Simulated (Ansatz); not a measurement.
W₂N₂, relaxed as a quintet with UKS PBE-D4/def2-TZVP in Ansatz, starting from the PBE-D4/def2-TZVP geometry of the neutral singlet. Force threshold 0.02 eV/Å.

In the def2 sets W takes a core potential; there is no spin–orbit coupling. At PBE-D4/def2-TZVP a singlet of charge 0 lies 0.89 eV below the quintet, each at its own geometry. The structure comes from a short search, and lower isomers may exist.

Start:

```tsv
atom	x (Å)	y (Å)	z (Å)
W1	-1.194	0.235	0.353
W2	-1.229	1.283	-1.438
N3	0.683	-0.559	0.532
N4	1.740	-0.959	0.552
```

(1) Estimate the energy that the relaxation releases and the steps that it takes.

(2) Does the start keep its bonding and symmetry?

(3) Predict the relaxed structure.

## Answers

(1) 32.2 kJ/mol, in 7 steps; 34 s on 2 threads of Arm Neoverse V1 on a shared host. No frequencies were taken in this run, so the end may be a saddle point.

(2) By distances, no bond broke or formed. The bond that changes most is W1–W2, from 2.08 to 2.21 Å (atoms count from 1). Point group Cs at the start, Cs at the end, both within 0.05 Å.

(3) 
Cartesian coordinates in Å:
```
W -1.180 0.194 0.414
W -1.230 1.315 -1.492
N 0.678 -0.546 0.513
N 1.732 -0.963 0.565
```
Bond lengths (bridged metal pairs left out): 1 × W–W 2.21 Å; 1 × N–W 2.00 Å; 1 × N–N 1.14 Å.
